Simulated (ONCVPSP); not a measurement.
**u(r) = r·R(r): atom against pseudo-atom (titanium (Ti))**

Columns: radius, all-electron u(r) and pseudo u(r) of the 3s shell (level -62.63 eV) of titanium in the configuration [Ne] 3s2 3p6 3d2 4s2; PBE, scalar-relativistic, ONCV scheme, ONCVPSP 4.0.1.

```tsv
r (bohr)	all-electron	pseudo
0.095	-0.0295	0.1693
0.190	-0.5491	0.3347
0.285	-0.4772	0.4919
0.380	-0.0942	0.6363
0.475	0.3371	0.7628
0.570	0.6919	0.8666
0.665	0.9337	0.9433
0.760	1.0667	0.9902
0.855	1.1118	1.0065
0.950	1.0933	0.9934
1.045	1.0336	0.9546
1.140	0.9498	0.8951
1.235	0.8547	0.8210
1.330	0.7570	0.7385
1.425	0.6621	0.6533
1.520	0.5734	0.5699
1.615	0.4927	0.4916
1.710	0.4206	0.4204
1.805	0.3572	0.3571
1.900	0.3020	0.3020
1.995	0.2544	0.2544
2.090	0.2136	0.2136
2.185	0.1789	0.1789
2.280	0.1495	0.1495
2.375	0.1248	0.1247
2.470	0.1039	0.1039
```

(1) How many radial nodes do the two functions have?

(2) At about which radius was the pseudo-wave matched?

(3) Where does each function peak?

(4) Is the pseudo-wave norm-conserving?

Answers

(1) The all-electron 3s function has n − l − 1 = 2 (the table is too coarse to show those close to the nucleus); the pseudo-wave has 0, since the states of the same l below it are removed with the core.

(2) 1.90 bohr. The columns agree to 0.0005 from 1.71 bohr on; several derivatives are matched, so the curves merge somewhat inside the radius.

(3) Outermost all-electron maximum near 0.85 bohr, pseudo maximum near 0.85 bohr (to the table’s step).

(4) Yes: the ONCV scheme keeps the norm inside the radius equal to the all-electron one, which fixes the energy derivative of the logarithmic derivative at the level.
